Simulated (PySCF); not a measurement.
**How methods differ on the excitation energy of Sr**

Sr [Kr] 5s2 (1S) → Sr [Kr] 5p2 (3P), as a difference of total energies. All numbers are calculated (PySCF 2.14, the spin-free X2C one-electron Hamiltonian (Gaussian nucleus), in aug-cc-pVTZ-X2C). Correlated levels: valence: [Kr] frozen. The calculations carry no spin-orbit coupling.

```json
{"method": "UHF", "excitation energy (eV)": "3.879", "error (eV)": "-0.526"}
{"method": "LDA", "excitation energy (eV)": "4.465", "error (eV)": "+0.060"}
{"method": "PBE", "excitation energy (eV)": "4.139", "error (eV)": "-0.266"}
{"method": "PBE0", "excitation energy (eV)": "4.173", "error (eV)": "-0.232"}
{"method": "r2SCAN", "excitation energy (eV)": "3.871", "error (eV)": "-0.534"}
{"method": "revPBE", "excitation energy (eV)": "4.001", "error (eV)": "-0.404"}
{"method": "r2SCAN0", "excitation energy (eV)": "4.064", "error (eV)": "-0.341"}
{"method": "r2SCANh", "excitation energy (eV)": "3.949", "error (eV)": "-0.456"}
{"method": "BP86", "excitation energy (eV)": "4.238", "error (eV)": "-0.167"}
{"method": "MP2 (valence)", "excitation energy (eV)": "4.258", "error (eV)": "-0.147"}
{"method": "SCS-MP2 (valence)", "excitation energy (eV)": "4.441", "error (eV)": "+0.036"}
```

Reference: 4.405 eV (measured; NIST levels, between the centres of gravity of the two terms).

Errors of the correlated levels include the incompleteness of this basis and the frozen core.
